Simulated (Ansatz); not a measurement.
Consider the formal hydrolysis of a C–Si bond: `N[SiH2]C(F)[SiH3]` + H₂O → `N[SiH2]C(O)F` + SiH₄.

Gas-phase electronic energies from Ansatz, PBE0-D4/def2-TZVP geometries. CCSD(T)/CBS adds triple-zeta CCSD(T) − MP2 to the extrapolated MP2 energy (def2 sets, frozen cores). This one scheme is used for every species. DFT in def2-TZVPP. One conformer a species, not always the lowest.

```tsv
level	ΔE (kJ/mol)	difference from CCSD(T)/CBS
PBE-D4	25.2	-12.5
PBE0-D4	29.2	-8.5
ωB97X-V	24.0	-13.7
ωB97M-V	28.5	-9.2
B2PLYP	25.4	-12.3
PBE	20.8	-16.9
r2SCAN	24.3	-13.4
PBE0	25.0	-12.7
HF/def2-TZVPP	21.0	-16.7
SCS-MP2/def2-TZVPP	30.6	-7.1
CCSD/def2-TZVPP	30.0	-7.7
CCSD(T)/def2-TZVPP	29.5	-8.2
MP2/def2-QZVPP	40.3	2.6
HF/CBS(def2)	22.7	-15.0
MP2/CBS(def2)	43.3	5.6
CCSD/CBS(def2)	38.1	0.4
CCSD(T)/CBS	37.7	0
```

Largest T1 diagnostic among the species: 0.012.

From PBE to PBE0 (25 % exact exchange), in def2-TZVPP and without D4, ΔE moves by +4.2 kJ/mol. The D4 term adds +7.0 kJ/mol with B3LYP and +4.2 kJ/mol with PBE0; it sums over pairs of atoms, weighted by their polarisabilities, and B3LYP, whose exchange is more repulsive, gets the larger term. In def2-TZVPP, CCSD(T) changes the Hartree–Fock value by +8.5 kJ/mol (the triples alone add −0.5 kJ/mol) and MP2 by +14.1 kJ/mol.

B3LYP here is the variant with VWN-RPA as its local correlation; programs differ in this.
